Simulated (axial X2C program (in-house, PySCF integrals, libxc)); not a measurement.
# Nuclear properties of SrS⁺

Computed with an axial X2C code built on PySCF integrals: two-component X2C with atomic mean-field Coulomb and Gaunt terms, Gaussian nuclei, basis Sr dyall-cv3z, S dyall-av3z with contracted cores.

R = 2.593 Å (near the PBE0 minimum at charge 1 of the determinant lowest at the starting distance; the state shown can have its own minimum elsewhere).

Determinant lowest in the PBE0 search, Ω = 3/2 (⟨Sz⟩ = 0.50, ⟨Lz⟩ = 1.00 at PBE0), spin on the atoms Sr 0.01, S 0.49:

| level | Eeff magnitude (GV/cm) | Ws magnitude Sr (kHz) | Ws magnitude S (kHz) | A∥/gI Sr (MHz) | qzz Sr (a.u.) | A∥/gI S (MHz) | qzz S (a.u.) |
| --- | --- | --- | --- | --- | --- | --- | --- |
| PBE0 | 0.0595 | 0.0145 | 0.00166 | -9.25 | -1.03 | 202 | -1.57 |
| HF | 0.107 | 0.0297 | 0.00279 | -12.1 | -1.07 | 200 | -1.75 |
| r2SCAN | 0.0573 | 0.014 | 0.00217 | -7.38 | -1.05 | 216 | -1.68 |
| BP86 | 0.0405 | 0.00851 | 0.00118 | -6.53 | -1.05 | 206 | -1.58 |
| PBE50 | 0.0703 | 0.018 | 0.00197 | -7.83 | -1.02 | 203 | -1.60 |

Determinant 0.05 eV from it at PBE0 and this distance, Ω = 1/2 (⟨Sz⟩ = -0.50, ⟨Lz⟩ = 1.00 at PBE0), spin on the atoms Sr -0.01, S -0.49:

| level | Eeff magnitude (GV/cm) | Ws magnitude Sr (kHz) | A∥/gI Sr (MHz) | qzz Sr (a.u.) | A∥/gI S (MHz) | qzz S (a.u.) |
| --- | --- | --- | --- | --- | --- | --- |
| PBE0 | 0.0799 | 0.0722 | 108 | -1.03 | 1050 | -1.59 |
| HF | 0.209 | 0.241 | 121 | -1.06 | 866 | -1.64 |
| r2SCAN | 0.0709 | 0.0606 | 109 | -1.05 | 956 | -1.70 |
| BP86 | 0.0591 | 0.0506 | 107 | -1.06 | 1050 | -1.60 |
| PBE50 | 0.0951 | 0.091 | 96.8 | -1.03 | 1030 | -1.62 |

Eeff is the effective electric field on the electron electric dipole moment in this Ω state and Ws the scalar–pseudoscalar constant of the nucleus named (defined with the proton number Z and per Ω); A∥ (defined per Ω) follows by multiplying with gI = μI/(I μN); qzz is the electric field gradient, eQq0 = 234.96 MHz × Q/barn × qzz. The operators were transformed with the bare-nucleus X2C matrices; with these basis sets, hyperfine constants and field gradients can be off by tens of per cent, and where levels differ in sign neither size nor sign is settled.

Problem. With gI(87Sr) = -0.2428, Q(87Sr) = 0.305 barn, gI(33S) = 0.4292, Q(33S) = -0.0694 barn (g factors from the IAEA table of nuclear moments by Stone; Q from Pyykkö, Mol. Phys. 2018), turn the PBE0 values of the first state into constants in MHz.

Solution. A∥(87Sr) = -9.25 × -0.2428 = 2.25 MHz; eQq0(87Sr) = 234.96 × (0.305) × (-1.03) = -73.8 MHz; A∥(33S) = 202 × 0.4292 = 86.7 MHz; eQq0(33S) = 234.96 × (-0.0694) × (-1.57) = 25.6 MHz.

Each state is one determinant with collinear spin. Unrestricted Hartree–Fock can overshoot spin polarisation at the nuclei. Where Eeff spreads by more than a factor of two the levels disagree and none is to be relied on. The search compared states at one distance, so a state with another bond length can lie lower. The sign of Ws at S differs between levels in the second state. PBE0 term energies can be off by some tenths of an eV.
